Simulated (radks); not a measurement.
Mn II, 24 electrons, occupied as [Ar] 3d5 4s1 (the NIST ground configuration). All-electron calculation, non-relativistic Kohn-Sham, HCTH/407, spin-polarised, spherical densities, point nucleus; open shells are filled with parallel spins first. Program: a radial shooting solver on a logarithmic mesh with Libxc functionals.

Normalised radial functions P(r) = r R(r), r in bohr:

```
   r/bohr * 4s down (the largest magnitude, 0.852, reaches the edge; | marks zero)
 0.003913                             |*
 0.005136                             | *
 0.006688                             | *
 0.008778                             | *
  0.01143                             |  *
  0.01488                             |  *
  0.01954                             |   *
  0.02544                             |   *
  0.03312                             |   *
  0.04348                             |   *
  0.05661                             |  *
  0.07372                             |*
  0.09676                           * |
    0.126                        *    |
   0.1654                      *      |
   0.2153                      *      |
   0.2804                         *   |
   0.3681                             | *
   0.4793                             |        *
   0.6241                             |            *
   0.8191                             |         *
    1.067                             *
    1.389                *            |
    1.823    *                        |
    2.374  *                          |
    3.116                  *          |
    4.057                          *  |
    5.283                            *|
    6.934                             *
    9.029                             *
```

4s down (empty): eigenvalue -7.709 eV, 3 radial nodes at r = 0.0806, 0.337, 1.06 bohr, <r> = 2.13 bohr, 90 % of the charge inside 2.84 bohr.
